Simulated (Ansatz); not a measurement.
C3H9AlF3OP⁻, that is Al(OPMe3)F3 with one electron more. Charge -1, multiplicity 2. Geometry PBE-D4/def2-SVP, that of the neutral singlet; atoms count from 1.

```xyz
18

Al   -0.757    1.746    1.809
O     0.279    0.273    1.355
P     0.262   -0.355   -0.077
C    -1.379   -0.991   -0.504
C     1.444   -1.728   -0.082
C     0.752    0.847   -1.339
H    -1.386   -1.455   -1.509
H    -2.055   -0.113   -0.469
H    -1.691   -1.730    0.260
H     1.141   -2.464    0.688
H     1.478   -2.218   -1.075
H     2.447   -1.337    0.177
H     0.001    1.660   -1.285
H     1.753    1.249   -1.087
H     0.767    0.391   -2.349
F    -1.787    1.269    3.050
F    -1.571    1.944    0.302
F     0.302    3.012    2.136
```

The highest occupied level of the charge -1 doublet lies above zero (up to 3.22 eV). By energy differences it is unbound by 1.78 eV (vertical, against the charge 0 singlet, at PBE0-D4/def2-SVP) and held by the finite basis.

(1) Estimate the Mulliken populations from the PBE0/def2-SVP orbitals of Ansatz.

(2) Where does the spin sit?

(3) And the Mayer bond orders between heavy atoms (over 0.3)?

## Answers

(1) 
```tsv
atom	charge (e)	spin (α − β)
Al1	0.90	0.19
O2	-0.58	-0.01
P3	0.55	0.13
C4	-0.11	-0.09
C5	-0.03	-0.16
C6	-0.11	-0.09
H7	-0.12	0.23
H8	0.08	0.02
H9	0.01	0.06
H10	-0.01	0.08
H11	-0.16	0.27
H12	-0.01	0.08
H13	0.08	0.02
H14	0.02	0.06
H15	-0.12	0.23
F16	-0.46	0.00
F17	-0.46	0.00
F18	-0.46	0.00
```
Mulliken values depend strongly on the basis.

(2) Summed by element: Al 0.19, O -0.01, P 0.13, C -0.34, H 1.04, F -0.01, of 1 unpaired in all. Largest on single atoms: H11 0.27, H15 0.23, H7 0.23.

(3) Al1–O2 0.59 (1.86 Å); Al1–F16 0.93 (1.68 Å); Al1–F17 0.75 (1.72 Å); Al1–F18 0.93 (1.68 Å); O2–P3 1.26 (1.56 Å); P3–C4 1.02 (1.81 Å); P3–C5 0.99 (1.81 Å); P3–C6 1.02 (1.81 Å).
